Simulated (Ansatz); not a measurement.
Reaction (ligand exchange at the Si–O bond): `C[SiH](O)Cl` + `BS` → `BS[SiH](C)Cl` + H₂O

Program: Ansatz. Geometries: PBE0-D4/def2-TZVP. ΔE: electronic, gas phase. CCSD(T)/CBS adds triple-zeta CCSD(T) − MP2 to the extrapolated MP2 energy (def2 sets, frozen cores). This one scheme is used for every species. Functionals use def2-TZVPP. Each species was taken in one conformer, which may not be the lowest.

| level | ΔE (kcal/mol) |
| --- | --- |
| revPBE-D4 | 8.4 |
| PBE | 11.0 |
| LC-ωPBE | 12.6 |
| MP2/CBS(def2) | 9.5 |

Q: What does CCSD(T)/CBS give? (An estimate is asked.)

A: Ansatz gave: +10.8 kcal/mol. The listed levels differ from it by -2.4, 0.2, 1.8, -1.3 kcal/mol.

Largest T1 diagnostic among the species: 0.015.

At CCSD(T), def2-SVP lies +2.2 kcal/mol from the extrapolated value and def2-TZVPP +1.3 kcal/mol. In def2-TZVPP, CCSD(T) changes the Hartree–Fock value by −5.3 kcal/mol (the triples alone add −1.0 kcal/mol) and MP2 by −6.7 kcal/mol.
